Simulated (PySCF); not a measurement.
# Au²⁺: excitation energy

Au²⁺ [Xe] 4f14 5d9 (2D) → Au²⁺ [Xe] 4f14 5d8 6s1 (4F), as a difference of total energies. All numbers are calculated (PySCF 2.14, the spin-free X2C one-electron Hamiltonian (Gaussian nucleus), in x2c-TZVPPall with one added diffuse shell each of s, p, d, f type (12s8p8d4f1g, 113 functions)). Correlated levels: valence: [Xe] 4f14 frozen; valence and next inner shell: [Kr] 4d10 4f14 frozen. The calculations carry no spin-orbit coupling.

```
                                method  excitation energy (eV)
                                   UHF                   3.819
                                   LDA                   4.087
                                   PBE                   3.929
                                  PBE0                   4.075
                                r2SCAN                   3.687
                               r2SCANh                   3.756
                                B2PLYP                   4.154
                                 M06-L                   3.958
                         MP2 (valence)                   4.351
                     SCS-MP2 (valence)                   4.531
    MP2 (valence and next inner shell)                   4.160
SCS-MP2 (valence and next inner shell)                   4.283
```

Question: How much does correlation contribute at MP2 (valence and next inner shell)?

Answer: 4.160 − (3.819) = 0.341 eV, measured against UHF.

A first-order spin-orbit estimate (lowest level to lowest level, LS coupling) adds -0.381 eV.
